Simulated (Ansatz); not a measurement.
Reaction (substitution at a C–N bond): `CN(C)P` + `[NH2][Al]([OH])[OH]` → `C[NH][Al]([OH])[OH]` + `CNP`

Program: Ansatz. Geometries: PBE0-D4/def2-TZVP. ΔE: electronic, gas phase. CBS: MP2 limit from def2 TZ/QZ plus the TZ coupled-cluster correction, frozen cores. DFT in def2-TZVPP. One conformer a species, not always the lowest.

`CN(C)P`:

```xyz
12

C     0.302   -1.395   -0.379
N     0.269   -0.109    0.283
C    -1.064    0.417    0.456
P     1.546    0.949   -0.096
H    -0.127   -1.368   -1.393
H    -0.269   -2.125    0.205
H     1.331   -1.748   -0.454
H    -1.702   -0.335    0.931
H    -1.532    0.706   -0.499
H    -1.037    1.298    1.099
H     0.961    1.809   -1.089
H     1.322    1.901    0.936
```

`[NH2][Al]([OH])[OH]`:

Z-matrix (Å, degrees):
```
N
Al 1 1.760
H 1 1.005 2 126.0
H 1 1.006 2 123.5 3 -180.0
O 2 1.695 1 123.6 3 0.0
O 2 1.692 1 117.6 3 -180.0
H 5 0.954 2 124.8 1 0.0
H 6 0.955 2 122.2 1 -180.0
```

`C[NH][Al]([OH])[OH]`:

```xyz
11

C    -0.964    0.136    1.504
N    -0.368   -0.617    0.418
Al    0.598    0.023   -0.908
O     1.259   -0.935   -2.141
O     0.869    1.694   -0.931
H    -0.587   -0.177    2.485
H    -2.057    0.046    1.522
H    -0.729    1.196    1.391
H    -0.563   -1.603    0.487
H     1.160   -1.882   -2.211
H     1.382    2.118   -1.616
```

`CNP`:

Z-matrix (Å, degrees):
```
C
N 1 1.448
H 1 1.093 2 110.0
H 1 1.092 2 109.0 3 117.9
H 1 1.099 2 114.1 3 -121.7
P 2 1.699 1 118.1 3 -159.3
H 2 1.009 1 113.1 3 58.0
H 6 1.420 2 98.4 1 166.7
H 6 1.434 2 104.2 1 -98.4
```

```json
{"level": "PBE0-D4", "ΔE (kcal/mol)": "5.6"}
{"level": "ωB97X-V", "ΔE (kcal/mol)": "5.6"}
```

Question: What does CCSD(T)/CBS give? (Best estimate.)

Answer: Computed: +6.4 kcal/mol. The listed levels differ from it by -0.8, -0.8 kcal/mol.

Largest T1 diagnostic among the species: 0.011.

The D4 term adds +1.1 kcal/mol with B3LYP and +0.6 kcal/mol with PBE0; it sums over pairs of atoms, weighted by their polarisabilities, and B3LYP, whose exchange is more repulsive, gets the larger term. In def2-TZVPP, CCSD(T) changes the Hartree–Fock value by +2.3 kcal/mol (the triples alone add +0.4 kcal/mol) and MP2 by +3.1 kcal/mol.

B3LYP here is the variant with VWN-RPA as its local correlation; programs differ in this.
